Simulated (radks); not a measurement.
Q: These are the eigenvalues of the occupied orbitals of an atom or ion with whole-number occupations (hartree). Method: scalar-relativistic Kohn-Sham, LDA (Slater exchange, VWN5 correlation), spin-polarised, spherical densities, finite nucleus; Fermi nuclear charge, rms radius of each element as measured or else 0.836 A^(1/3) + 0.57 fm; computed with a radial shooting solver on a logarithmic mesh with Libxc functionals.

orbital  eigenvalue
1s down   -729.2299
1s up     -729.2298
2s up     -104.5815
2s down   -104.5706
2p up     -93.75606
2p down   -93.74764
3s up     -19.26795
3s down   -19.26017
3p up     -15.72128
3p down   -15.71278
3d up      -9.93393
3d down    -9.92245
4s up      -4.11691
4s down    -4.06214
4p up      -3.14159
4p down    -3.08324
4d up      -1.73581

Which element is it, and in what charge state? The configuration may be excited. Open shells, if any, are filled with parallel spins first.

A: Z = 42, molybdenum, charge +4: Mo4+ in [Kr] 4d2. The list shows which subshells hold electrons but not how many an open one holds; the 1s level, -729.23 hartree, gives Z - s = 38.2 by -(Z - s)^2/2, which with screening and relativity narrows Z to a few neighbours, and the depths of the outer levels then fix element, charge and occupations together.
